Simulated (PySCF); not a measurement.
## [La(H2S)]3+ at several levels of theory

Computed with PySCF 2.14.0 (density fitting, no spin-orbit coupling) at the geometry relaxed with B3LYP:

```xyz
4
[La(H2S)]3+ (singlet)
La    0.0000    0.0049   -0.5504
S     0.0000   -0.0158    2.3933
H     1.0393    0.7380    2.8920
H    -1.0393    0.7380    2.8920
```

```
level                                                 basis    state  HOMO (eV)  gap (eV)  charge on La1 (e)  population of f-type functions on La1 (polarisation alone where 4f lies in the core)  dipole about the centre of mass (D)  largest force component (eV/Å)
B3LYP     La lcecp-1-SVP with ECP46, S def2-SVP, H def2-SVP  singlet     -23.18      3.52               2.40                                                                                  0.01                                 1.67                            0.01
 PBE0                                              the same  singlet     -23.42      4.04               2.42                                                                                  0.01                                 1.71                            0.15
 BLYP                                              the same  singlet     -22.26      2.06               2.36                                                                                  0.01                                 1.83                            0.29
 TPSS                                              the same  singlet     -22.46      2.39               2.40                                                                                  0.01                                 1.74                            0.04
B3LYP  La lcecp-1-TZVP with ECP46, S def2-TZVP, H def2-TZVP  singlet     -23.13      3.55               2.46                                                                                  0.02                                 1.47                            0.24
B3LYP             La x2c-SVPall, S x2c-SVPall, H x2c-SVPall  singlet     -23.31      3.43               2.36                                                                                  0.04                                 1.69                            0.20
```

In the lcecp rows the 4f levels are missing from HOMO and gap, and the state counts the valence alone.

Charges are Mulliken's, which hang on the basis. The relaxation used the grid (50, 194), these runs (75, 302) or, all-electron (x2c bases, spin-free X2C Hamiltonian), (99, 590).

(1) What does revPBE with La lcecp-1-SVP with ECP46, S def2-SVP, H def2-SVP give here?

## Answers

(1) state singlet, HOMO (eV) -22.42, gap (eV) 2.21, charge on La1 (e) 2.37, population of f-type functions on La1 (polarisation alone where 4f lies in the core) 0.01, dipole about the centre of mass (D) 1.83, largest force component (eV/Å) 0.28. Time: 1.6 s on 2 threads of Arm Neoverse V2, on a shared host, from an already converged density.
